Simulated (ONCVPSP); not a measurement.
Reading a pseudo-wave (La)

Columns: radius, all-electron u(r) and pseudo u(r) of the 5p shell (level -22.68 eV) of lanthanum in the configuration [Kr] 4d10 5s2 5p6 5d1 6s1.75 6p0.25; PBE, scalar-relativistic, ONCV scheme, ONCVPSP 4.0.1.

```tsv
r (bohr)	all-electron	pseudo
0.173	0.2638	0.0276
0.345	-0.0716	0.1055
0.518	-0.4461	0.2229
0.690	-0.2954	0.3616
0.862	0.0767	0.5032
1.035	0.4324	0.6308
1.208	0.6826	0.7295
1.380	0.8204	0.7910
1.553	0.8686	0.8138
1.725	0.8531	0.8009
1.898	0.7978	0.7589
2.070	0.7218	0.6970
2.242	0.6374	0.6236
2.415	0.5526	0.5458
2.588	0.4727	0.4697
2.760	0.4006	0.3995
2.932	0.3370	0.3366
3.105	0.2814	0.2813
3.278	0.2339	0.2339
3.450	0.1939	0.1939
3.623	0.1601	0.1601
3.795	0.1320	0.1320
3.968	0.1085	0.1085
4.140	0.0890	0.0890
4.312	0.0730	0.0729
4.485	0.0596	0.0596
```

How many radial nodes do the two functions have?

The all-electron 5p function has n − l − 1 = 3 (the table is too coarse to show those close to the nucleus); the pseudo-wave has 0, since the states of the same l below it are removed with the core.

At about which radius was the pseudo-wave matched?

3.45 bohr. The columns agree to 0.0005 from 2.93 bohr on; several derivatives are matched, so the curves merge somewhat inside the radius.

Where does each function peak?

Outermost all-electron maximum near 1.55 bohr, pseudo maximum near 1.55 bohr (to the table’s step).

Is the pseudo-wave norm-conserving?

Yes: the ONCV scheme keeps the norm inside the radius equal to the all-electron one, which fixes the energy derivative of the logarithmic derivative at the level.
